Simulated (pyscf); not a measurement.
Optimised with ωB97X-D3(BJ)/def2-SVP in PySCF.

SMILES: [SiH3][Se][Ge]([Cl])([Cl])[Cl]
```xyz
9

Si     0.3411     0.3984    -0.8114
Se    -1.5565    -0.1154     0.3731
Ge    -2.3093    -1.5709    -1.2293
Cl    -1.2551    -3.4239    -1.2186
Cl    -2.0505    -0.7530    -3.1870
Cl    -4.3729    -1.9813    -0.9211
H      0.8605    -0.8409    -1.4441
H      0.0545     1.4367    -1.8319
H      1.2898     0.9158     0.2086
```

**Question.** What is the homolytic dissociation enthalpy (298 K, ωB97M-D3(BJ)/def2-TZVP) of the Ge–Se bond of H₃Si–Se–Ge(Cl)(Cl)–Cl (SMILES [SiH3][Se][Ge]([Cl])([Cl])[Cl]), to H₃Si–Se• + Cl–Ge•(Cl)–Cl?

**Answer.** Ge–Se to H₃Si–Se• + Cl–Ge•(Cl)–Cl: 65.2 kcal/mol. The 7 functionals that were run give +61.0 (PBE) to +75.2 kcal/mol (ωB97X-D3(BJ)/def2-TZVP). Other isomers of H₃Si–Se• were not searched in full and may lie lower. Elements up to Kr have no core potential and no relativistic terms here.
